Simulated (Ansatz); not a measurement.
Input and output for (NaOH)2 ring (Na₂O₂H₂).

```yaml
crystal:
  periodic: [false, false, false]
  atoms:
    - {symbol: Na, position_ang: [0.675923, -0.975761, -0.769698]}
    - {symbol: O, position_ang: [1.385231, 0.563966, 0.501573]}
    - {symbol: Na, position_ang: [-0.675925, 0.975877, 0.769567]}
    - {symbol: O, position_ang: [-1.385228, -0.563807, -0.501759]}
    - {symbol: H, position_ang: [2.225128, 0.905997, 0.806216]}
    - {symbol: H, position_ang: [-2.225129, -0.906282, -0.805889]}
basis:
  gaussian: {orbitals: def2-SVPD}
hamiltonian: {xc: {name: revPBE0}, pseudopotentials: {relativity: scalar}}
scf: {omitted_lower_state_checks: [starts]}
```

```sh
$ ansatz run in.yaml --threads 4 --pin off --events-out ev --progress --plain --max-ram 3916MiB
```

Output, abridged:

```
Functional definition: revPBE0
888 factors; their error is unknown
mean field evaluation 1: about -12949.4546 eV, gradient 8.9e1 eV
mean field evaluation 2: about -12751.0313 eV, gradient 2.4e2 eV
mean field evaluation 4: about -12964.6073 eV, gradient 1.8e0 eV
mean field evaluation 8: about -12964.7402 eV, gradient 1.3e-1 eV
mean field -12964.74028135 eV, -476.4454175229 hartree, gradient 1.3e-5 eV, S^2 0.000000; 0 other end points of the search recorded, 0 dependent functions left out
reference -12964.74033409 eV, -476.4454194613 hartree; 20, 20 occupied and 78, 78 virtual orbitals, 888 factors
Total energy: -12964.74033409 eV, -476.4454194613 hartree
Relativity: scalar
Checks for a lower state left out: starts
```

It took 1.4 s on 4 threads of Intel Xeon on a shared host.
